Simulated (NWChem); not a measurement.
Molecule: HfN2H4S; SMILES [NH2][Hf]([NH2])=[S]

```xyz
8

Hf     0.0000     0.0000     0.1719
S      0.0000     0.0000    -2.0729
N      0.0000    -1.8203     1.0979
H      0.0000    -2.0172     2.0979
H      0.0000    -2.7174     0.6126
N      0.0000     1.8203     1.0979
H      0.0000     2.0172     2.0979
H      0.0000     2.7174     0.6126
```
Atoms are numbered in this order, from 1.

Coordinates come from a PBE0/def2-SVP optimisation. Not confirmed as a minimum by frequencies. def2 effective core potentials on Hf; no spin-orbit coupling.

Symmetry labels are those of C2v in the frame above (b1 and b2, or b-type labels, depend on it).

Question: List the 4 lowest vertical singlet excitations from PBE0/def2-SVPD with def2 effective core potentials on Hf, TDA (NWChem).

Answer: 
```csv
state,energy (eV),oscillator strength,symmetry,leading excitation (squared amplitude)
S1,2.37,0.004,b2,HOMO → LUMO (0.99)
S2,2.63,0.024,b1,HOMO−1 → LUMO (0.98)
S3,3.18,0.004,a1,HOMO−2 → LUMO (0.99)
S4,3.88,0.041,b1,HOMO−3 → LUMO (0.98)
```
